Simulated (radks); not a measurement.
The numbers below are computed, except where a source is named.
Valence configurations of the osmium ion Os2+ (all share [Xe]). Level of theory: scalar-relativistic Kohn-Sham, PBEsol, spin-polarised, spherical densities, point nucleus; open shells are filled with parallel spins first (spin-orbit coupling, left out, can overturn this in heavy ions) (a radial shooting solver on a logarithmic mesh with Libxc functionals). Energies are relative to 4f14 5d6; eigenvalues in eV for spin up.

| valence | E (eV) | moment (Bohr magnetons) | e(4f) | e(5d) | e(6p) | e(6s) |
|---|---|---|---|---|---|---|
| 4f14 5d6 | 0.000 | 4 | -69.146 | -24.041 | - | - |
| 4f14 5d4 6p2 | 20.256 | 6 | -79.157 | -31.506 | -17.808 | - |
| 4f14 5d3 6s1 6p2 | 26.027 | 6 | -82.938 | -33.825 | -18.699 | -27.543 |
| 4f12 5d6 6p2 | 135.03 | 8 | -102.11 | -35.117 | -18.335 | - |
| 4f12 5d8 | 111.30 | 4 | -91.513 | -26.562 | - | - |
| 4f14 5d5 6p1 | 7.477 | 6 | -74.015 | -27.978 | -16.101 | - |
| 4f13 5d6 6s1 | 52.862 | 6 | -83.679 | -28.156 | - | -23.523 |
| 4f13.5 5d6 6s0.5 | 25.009 | 5 | -76.297 | -26.063 | - | -22.543 |
| 4f13.5 5d6 6p0.5 | 28.882 | 5 | -77.064 | -26.714 | -15.242 | - |
| 4f14 5d5 6s1 | -0.462 | 6 | -72.496 | -26.702 | - | -23.182 |

NIST lists [Xe] 4f14 5d6 as the ground configuration; this level of theory puts 4f14 5d5 6s1 lower, by 0.462 eV. The energies are those of spherical high-spin densities, not of single terms.
